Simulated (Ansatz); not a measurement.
Reaction (ligand exchange at a B–O bond): `BO[SiH2]C#C` + `N=C=N` → `BN=C=N` + `C#C[SiH2]O`

Program: Ansatz. Geometries: PBE0-D4/def2-TZVP. ΔE: electronic, gas phase. CCSD(T)/CBS adds triple-zeta CCSD(T) − MP2 to the extrapolated MP2 energy (def2 sets, frozen cores). This one scheme is used for every species. Functionals use def2-TZVPP. B3LYP here is the variant with VWN-RPA as its local correlation; programs differ in this. One conformer a species, not always the lowest.

Is it downhill or uphill in electronic energy at CCSD(T)/CBS, and by how much? (Best estimate.)

Computed: Uphill: ΔE = +5.2 kcal/mol.

What do these levels give: PBE0-D4, B3LYP-D4, r2SCAN0-D4, ωB97X-V, ωB97M-V, PBE-QIDH, PBE0, CAM-B3LYP, MP2/def2-SVP, HF/def2-TZVPP, MP2/def2-TZVPP, MP2/def2-QZVPP? (Best estimate.)

Computed: PBE0-D4 3.1, B3LYP-D4 3.7, r2SCAN0-D4 3.7, ωB97X-V 5.2, ωB97M-V 5.0, PBE-QIDH 4.0, PBE0 2.8, CAM-B3LYP 4.2, MP2/def2-SVP 5.2, HF/def2-TZVPP 5.9, MP2/def2-TZVPP 4.5, MP2/def2-QZVPP 4.4 kcal/mol.

Largest T1 diagnostic among the species: 0.017.

Leaving LDA and LC-ωPBE aside and taking each functional with its dispersion term where it has one, the values, not all of them listed here, spread over 2.8 kcal/mol, from PBE-D4 to ωB97X-V. From BLYP to BHLYP (50 % exact exchange), in def2-TZVPP and without D4, ΔE moves by +1.4 kcal/mol. At CCSD(T), def2-SVP lies +0.8 kcal/mol from the extrapolated value and def2-TZVPP +0.3 kcal/mol.
